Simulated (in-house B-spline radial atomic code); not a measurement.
Response and correlation of Pt⁴²⁺

Closed shell [Ar] 3d10 4s2 4p6. Computed with a B-spline radial code for spherical atoms: Dirac-Hartree-Fock, relativistic RPA (time-dependent Dirac-Hartree-Fock) for the response and second-order many-body perturbation theory for correlation, no-pair Dirac-Coulomb Hamiltonian, finite nucleus.

Command:
```bash
python run_mb.py task.json out
```
Settings (nuclear radius in fm, box in bohr, cutoff in hartree):
```
basis_form          2
Z                   78
core_configuration  [Ar] 3d10 4s2 4p6
rms_radius          5.427
mass_number         195
speed_of_light      137.036
box_radius          2.22
lmax                7
intervals           56
virtual_cutoff      152100.0
```

Run time, properties included: 19 s on 1 thread of AMD EPYC 7571 (shared host).

```json
{"multipole (bohr³, bohr⁵, bohr⁷)": "dipole", "uncoupled": "0.041126", "coupled RPA": "?"}
{"multipole (bohr³, bohr⁵, bohr⁷)": "quadrupole", "uncoupled": "0.0038456", "coupled RPA": "0.0040065"}
{"multipole (bohr³, bohr⁵, bohr⁷)": "octupole", "uncoupled": "0.00097388", "coupled RPA": "0.0011296"}
```

(1) What is the coupled dipole polarisability?

(2) Which subshells carry the dipole polarisability?

(3) What does the dipole shielding factor come to?

Dipole polarisability at imaginary frequency:

```tsv
u (Eh)	α(iu) (bohr³)
0	0.03689
5.64	0.02783
14.1	0.01385
28.2	0.006412
42.3	0.004052
56.4	0.002924
84.6	0.001809
113	0.001246
141	0.0009149
197	0.0005523
282	0.0003073
423	0.000152
564	9.051e-05
846	4.274e-05
1410	1.619e-05
2820	4.208e-06
```

(4) What dispersion coefficients follow for two such ions (the dispersion part alone)?

Lowest J = 1 odd-parity excitations:

```csv
energy (eV),oscillator strength,leading channel,weight
168.6,0.0113,4p3/2 → d3/2,0.945
218.17,1.2,4p3/2 → d5/2,0.883
313.78,1.86,4p1/2 → d3/2,0.973
788.73,0.579,4p3/2 → s1/2,0.999
912.21,0.176,4p1/2 → s1/2,0.995
977.79,0.0401,4p3/2 → d3/2,0.96
991.02,0.876,4p3/2 → d5/2,0.965
1090,0.326,4s1/2 → p1/2,0.858
```

Second-order correlation energy by the highest angular momentum of the excited pair (hartree): s -0.02928, p -0.2256, d -0.7686, f -0.8009, g -0.2557, h -0.1067, i -0.04793, k -0.02409.

(5) What is the second-order correlation energy at the partial-wave limit?

## Answers

(1) 0.036891 atomic units, -10 % against the uncoupled value.

(2) 4p3/2 74.8 %, 4p1/2 22.4 %, 3d5/2 1.0 %.

(3) The dipole shielding factor is 0.462, against the exact N/Z = 36/78 = 0.462 of the non-relativistic theorem.

(4) C6 = (3/π)∫α(iu)²du = 0.01141 hartree·bohr⁶ and C8 = 0.008289 hartree·bohr⁸.

(5) The listed waves sum to -2.2588 hartree; extrapolating the increments as (l + 1/2)⁻⁴ gives -2.308 hartree, -1.74 eV per electron.
